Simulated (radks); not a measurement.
Valence configurations of Co2+ (all share [Ar]). All-electron calculation, Dirac Kohn-Sham, BLYP, spin-unpolarised, spherical densities, point nucleus; open shells fill j = l - 1/2 first. Program: a radial shooting solver on a logarithmic mesh with Libxc functionals. Energies are relative to 3d7; eigenvalues in eV.

| valence | E (eV) | e(3d3/2) | e(3d5/2) | e(4p1/2) | e(4s1/2) |
|---|---|---|---|---|---|
| 3d7 | 0.000 | -27.179 | -26.981 | - | - |
| 3d6 4s1 | 7.792 | -33.468 | -33.251 | - | -23.284 |
| 3d6 4p1 | 14.483 | -34.747 | -34.529 | -17.298 | - |
| 3d5 4s2 | 20.212 | -40.664 | -40.426 | - | -25.418 |
| 3d5 4s1 4p1 | 27.429 | -41.899 | -41.660 | -18.851 | -26.121 |
| 3d5 4p2 | 34.751 | -43.091 | -42.852 | -19.419 | - |
| 3d4 4s2 4p1 | 45.810 | -49.822 | - | -20.426 | -28.221 |

NIST lists [Ar] 3d7 as the ground configuration; this level of theory agrees among the configurations tried. The energies are those of spherical spin-averaged densities, not of single terms.
